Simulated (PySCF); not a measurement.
**Excitation energy of S+ by level of theory**

S+ [Ne] 3s2 3p3 (4S) → S+ [Ne] 3s1 3p3 3d1 (6D), as a difference of total energies. All numbers are calculated (PySCF 2.14, the non-relativistic Hamiltonian (point nucleus), in aug-cc-pV(D+d)Z). Correlated levels: valence: [Ne] frozen. The calculations carry no spin-orbit coupling.

```json
{"method": "UHF", "excitation energy (eV)": "18.720"}
{"method": "LDA", "excitation energy (eV)": "20.875"}
{"method": "PBE", "excitation energy (eV)": "20.643"}
{"method": "PBE0", "excitation energy (eV)": "20.523"}
{"method": "r2SCAN", "excitation energy (eV)": "20.044"}
{"method": "r2SCAN0", "excitation energy (eV)": "20.117"}
{"method": "BHandHLYP", "excitation energy (eV)": "21.187"}
{"method": "PW91", "excitation energy (eV)": "20.657"}
{"method": "wB97X-V", "excitation energy (eV)": "20.899"}
{"method": "MP2 (valence)", "excitation energy (eV)": "20.206"}
{"method": "SCS-MP2 (valence)", "excitation energy (eV)": "20.446"}
```

Q: How much does correlation contribute at MP2 (valence)?

A: 20.206 − (18.720) = 1.486 eV, measured against UHF.

The promoted electron is Rydberg-like, and one or two diffuse shells describe it only roughly, which tends to raise the upper state.
